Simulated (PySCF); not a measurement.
**Working out the ionisation energy of Mo²⁺**

Mo²⁺ [Kr] 4d4 (5D) → Mo³⁺ [Kr] 4d3 (4F). Calculation: PySCF 2.14, in x2c-TZVPPall (8s6p6d2f1g, 79 functions); scalar relativity by spin-free X2C-1e. Frozen: [Kr]. Energies in hartree (1 hartree = 27.21139 eV):

```
            part  Mo²⁺ (lower)  Mo³⁺ (upper)
             UHF  -4045.408854  -4044.450366
CCSD correlation     -0.039844     -0.018119
             (T)     -0.000371     -0.000064
```

Task: What does Hartree-Fock give?

Result: (-4044.450366) − (-4045.408854) = 0.958488 hartree = 26.082 eV.

Task: What do CCSD and CCSD(T) give?

Result: The CCSD correlation energies differ by 0.021725 hartree = 0.591 eV and the triples by 0.000307 hartree = 0.008 eV, so CCSD gives 26.673 eV and CCSD(T) 26.681 eV.

Reference: 27.13 ± 0.12 eV (semi-empirical (NIST evaluation); NIST Atomic Spectra Database, ionization energies), between the lowest levels; spin-orbit coupling is absent from the calculation.

What remains against the reference includes basis incompleteness, the frozen core and higher excitations.
